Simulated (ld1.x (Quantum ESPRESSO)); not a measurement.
# Varying the TM semilocal potential for rubidium (Rb)

Base potential:

* Element: rubidium (Rb)
* Generator: ld1.x (Quantum ESPRESSO) 7.5
* Type: norm-conserving Troullier–Martins (semilocal form)
* Functional: PBEsol
* Relativity: scalar-relativistic
* Frozen core: [Ar] 3d10
* Valence charge: 9
* Reference configuration: 4s2 4p6 4d0.5 5s0.5 5p0
* Partial waves: 4s (bound): rc 1.50 bohr; 4d (bound): rc 4.20 bohr; 4p (bound): rc 2.40 bohr
* Local potential: the p channel
* Core correction: Bessel-smoothed model core inside 1.05 bohr

Occupied shells without a wave of their own: 5s. They enter only through the test configuration that unscreens the potential, and ld1.x also counts them in the model core charge.

Cutoffs, loose and tight: the cutoffs (Ry, on a coarse ladder) from which the occupation-weighted sum of valence levels, in a spherical-Bessel basis at the reference potential, stays within 10 and 1 mRy of its value at 400 Ry. They do not see the model core or the augmentation charge, which bear on the density cutoff. Test errors are all-electron minus pseudo excitation energies from the reference, over the configurations 4s2 4p6 4d0 5s1 5p0; 4s2 4p6 4d0 5s0 5p0; 4s2 4p6 4d0 5s0.5 5p0; 4s1 4p6 4d0 5s1 5p0; 4s2 4p6 4d0 5s0 5p1; 4s2 4p6 4d1 5s0 5p0; 4s2 4p5 4d0 5s1 5p0. A dash means not determined; rows that change the core or the reference have their own tests.

With those shells counted twice in exchange and correlation these files are broken, and their errors move erratically; no question is asked of them.

A semilocal file is local in each channel, so a ghost entry of none says nothing of the separable form that plane-wave codes build from it.

| change | outcome | cutoff, loose | cutoff, tight | bound ghosts | largest test error (meV) |
| --- | --- | --- | --- | --- | --- |
| base | generated | 50 Ry | 90 Ry | none | -92 |
| all radii but the core radius scaled by about 0.74 (s 1.12, p 1.78, d 3.12 bohr) | generated | 70 Ry | 140 Ry | none | -90 |
| all radii but the core radius scaled by about 0.84 (s 1.26, p 2.02, d 3.54 bohr) | generated | 55 Ry | 100 Ry | none | -86 |
| all radii but the core radius scaled by about 0.89 (s 1.34, p 2.14, d 3.76 bohr) | generated | 55 Ry | 100 Ry | none | -86 |
| all radii but the core radius scaled by about 1.08 (s 1.62, p 2.58, d 4.54 bohr) | generated | 45 Ry | 70 Ry | none | -101 |
| all radii but the core radius scaled by about 1.15 (s 1.72, p 2.76, d 4.84 bohr) | generated | 40 Ry | 55 Ry | none | +126 |
| all radii but the core radius scaled by about 1.20 (s 1.80, p 2.88, d 5.06 bohr) | generated | 40 Ry | 50 Ry | none | +153 |
| all radii but the core radius scaled by about 1.29 (s 1.94, p 3.08, d 5.40 bohr) | generated | 25 Ry | 45 Ry | none | +215 |
| all radii but the core radius scaled by about 1.40 (s 2.10, p 3.36, d 5.88 bohr) | generated, misses its reference levels by 0.19 eV | 18 Ry | 40 Ry | none | +315 |

Reading the sweep of the scale of all radii but the core radius (base = 1) (base included, trends over the rows without a ghost): The loose cutoff falls from 70 Ry at 0.74 to 18 Ry at 1.4. A larger radius leaves more room for a smooth pseudo-wave, so fewer plane waves are needed; a smaller one forces it to follow the all-electron wave where it bends sharply. The median size of the test errors (rows with all tests solved) rises from 18.0 meV at 0.74 to 114.6 meV at 1.4, with one reversal. More of the atom is replaced by a form fitted at one configuration, so other configurations suffer as the radius grows.
